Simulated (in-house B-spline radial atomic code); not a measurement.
Values are calculated unless marked as measured or tabulated.
## C6 from the polarisability at imaginary frequency: Al IV (Al3+)

HSE06 linear response of the closed shell [He] 2s2 2p6, from a B-spline radial code for spherical atoms; scalar-relativistic (spin-free one-electron X2C), finite nucleus, no spin-orbit coupling.

The dispersion coefficient of two like species is C6 = (3/π) ∫ α(iu)² du from 0 to ∞.

```
u (hartree)  α(iu) (bohr³)
          0         0.2775
       0.24         0.2765
       0.56         0.2723
       0.96         0.2628
        1.6         0.2409
        2.4          0.209
        3.6          0.164
        5.6         0.1098
          8        0.07163
         12        0.04013
         20        0.01742
         40       0.005036
```

Question: Fit one oscillator, α(iu) = α(0)/(1 + u²/ω²), through u = 2.4 and estimate C6.

Answer: From α(0)/α(iu) − 1 = 0.2775/0.209 − 1 = 0.3278, ω = u/√0.3278 = 4.1922 hartree (114.1 eV). London's formula gives C6 = (3/4) α(0)² ω = 0.75 × 0.2775² × 4.1922 = 0.2421 hartree·bohr⁶, and the oscillator holds f = α(0) ω² = 4.88 electrons, of a sum of oscillator strengths of 10.0.

Question: How does that compare with the full integral?

Answer: The program's quadrature over all excitations gives C6 = 0.2583, so the single oscillator is off by -6.3 %. At the last point the fit gives α = 0.00301 against 0.00504: higher excitations, and deeper shells where there are any, keep the true curve higher at large u.
